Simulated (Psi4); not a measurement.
F$_{2}$In, doublet, at a GFN2-xTB geometry (such geometries of metal compounds can be far from the true shape) (the spin is typed, not shown lowest) (core potentials on In); HF/def2-SVP (Psi4).

Psi4 was given this input:
```
memory 2 GB

molecule {
0 2
  In    0.21583697    0.08578411    0.06613032
  F    -0.77175682    1.20938463   -1.45056227
  F    -0.40335556   -1.67643143    1.09051942
}

set basis def2-svp
set reference uhf
set stability_analysis check
set scf_type pk

energy('scf')
print_variables()
```

What the program printed (banner, timings and long lists left out):

```
   => Loading Basis Set <=

    Name: DEF2-SVP
    Role: ORBITAL
    Keyword: BASIS

    !!!  WARNING: ECP capability is in beta. Please check occupations closely.  !!!

         ---------------------------------------------------------
                                   SCF
               by Justin Turney, Rob Parrish, Andy Simmonett
                          and Daniel G. A. Smith
                              UHF Reference
         ---------------------------------------------------------

  ==> Geometry <==

    Molecular point group: c2v
    Full point group: C2v

    Geometry (in Angstrom), charge = 0, multiplicity = 2:

       Center              X                  Y                   Z               Mass
    ------------   -----------------  -----------------  -----------------  -----------------
         IN           0.000000000000     0.000000000000     0.223377930765   114.903878776000
         F            0.000000000000    -1.931369331315    -0.675503895196    18.998403162730
         F           -0.000000000000     1.931369331315    -0.675503895196    18.998403162730

  Running in c2v symmetry.

  Rotational constants: A =      0.73067  B =      0.11894  C =      0.10229 [cm^-1]
  Rotational constants: A =  21904.81788  B =   3565.65600  C =   3066.49361 [MHz]
  Nuclear repulsion =  104.993741090156760

  Charge       = 0
  Multiplicity = 2
  Electrons    = 39
  Nalpha       = 20
  Nbeta        = 19

  ==> Algorithm <==

  SCF Algorithm Type is PK.
  DIIS enabled.
  MOM disabled.
  Fractional occupation disabled.
  Guess Type is SAD.
  Energy threshold   = 1.00e-06
  Density threshold  = 1.00e-06
  Integral threshold = 1.00e-12

  ==> Primary Basis <==

  Basis Set: DEF2-SVP
    Blend: DEF2-SVP
    Number of shells: 22
    Number of basis functions: 54
    Number of Cartesian functions: 58
    Spherical Harmonics?: true
    Max angular momentum: 2

  Core potential: DEF2-SVP
    Number of shells: 4
    Number of ECP primitives: 18
    Number of ECP core electrons: 28
    Max angular momentum: 3

  ==> Integral Setup <==

  Using in-core PK algorithm.
   Calculation information:
      Number of atoms:                   3
      Number of AO shells:              22
      Number of primitives:             47
      Number of atomic orbitals:        58
      Number of basis functions:        54

      Integral cutoff                 1.00e-12
      Number of threads:                 1

  Performing in-core PK
[...]
    Wavefunction stable under totally symmetric rotations.
[...]
    Lowest totally symmetric eigenvalue: 0.137505
    Lowest UHF->UHF stability eigenvalues:
      B2 0.103998        B1 0.137063        A1 0.137505        A2 0.170864

    Stability analysis over.

  ==> Post-Iterations <==

   @Spin Contamination Metric:   2.073002612E-02
   @S^2 Expected:                7.500000000E-01
   @S^2 Observed:                7.707300261E-01
   @S   Expected:                5.000000000E-01
   @S   Observed:                5.000000000E-01

    Orbital Energies [Eh]
    ---------------------

    Alpha Occupied:

[...]
    Alpha Virtual:

[...]
      22A1    61.606442

    Beta Occupied:

[...]
       6B2    -0.502150

    Beta Virtual:

[...]
    Final Occupation by Irrep:
             A1    A2    B1    B2
    DOCC [     8,    2,    3,    6 ]
    SOCC [     1,    0,    0,    0 ]
    NA   [     9,    2,    3,    6 ]
    NB   [     8,    2,    3,    6 ]

  @UHF Final Energy:  -387.93147287642665

   => Energetics <=

    Nuclear Repulsion Energy =            104.9937410901567603
    One-Electron Energy =                -824.1504887198981351
    Two-Electron Energy =                 331.2252747533147499
    Total Energy =                       -387.9314728764266533

  UHF NO Occupations:
  HONO-2 :    6 B2 1.9958828
  HONO-1 :    8 A1 1.9941986
  HONO-0 :    9 A1 1.0000000
  LUNO+0 :   10 A1 0.0058014
  LUNO+1 :    7 B2 0.0041172
  LUNO+2 :    4 B1 0.0002050
  LUNO+3 :    8 B2 0.0000672

Computation Completed

Properties will be evaluated at   0.000000,   0.000000,   0.000000 [a0]

Properties computed using the SCF density matrix

 Multipole Moments:

 ------------------------------------------------------------------------------------
     Multipole            Electronic (a.u.)      Nuclear  (a.u.)        Total (a.u.)
 ------------------------------------------------------------------------------------

 L = 1.  Multiply by 2.5417464519 to convert [e a0] to [Debye]
 Dipole X            :          0.0000000            0.0000000            0.0000000
 Dipole Y            :          0.0000000            0.0000000            0.0000000
 Dipole Z            :         15.4306690          -14.1127271            1.3179419
 Magnitude           :                                                    1.3179419

 ------------------------------------------------------------------------------------

  Variable Map:
  ----------------------------------------------------------------------------
[...]
[...]
```
